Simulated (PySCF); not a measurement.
SMILES C=CCO[SiH3] (C₃H₈OSi) (GFN2-xTB optimised geometry):

```
13

C      2.311    -0.792     0.000
C      0.992    -0.792     0.000
C      0.145     0.443     0.000
O     -0.871     0.318     0.954
Si    -2.020     1.374     1.380
H      2.879    -1.706    -0.010
H      2.878     0.125    -0.002
H      0.430    -1.716     0.012
H      0.755     1.329     0.211
H     -0.308     0.574    -0.995
H     -2.690     0.585     2.399
H     -2.879     1.716     0.240
H     -1.437     2.622     1.883
```

Calculation: B3LYP/def2-TZVP (PySCF 2.14.0).

Task: What are the frontier orbital energies and the dipole moment?

Result: HOMO-2 -8.53 eV, HOMO-1 -8.09 eV, HOMO -7.46 eV, LUMO -0.31 eV, LUMO+1 0.26 eV; dipole moment 0.94 D.

Meta-Löwdin charges at B3LYP/def2-TZVP: C1 -0.26, C2 -0.09, C3 0.02, O4 -0.63, Si5 0.79, H6 0.12, H7 0.11, H8 0.12, H9 0.10, H10 0.10, H11 -0.11, H12 -0.14, H13 -0.14.
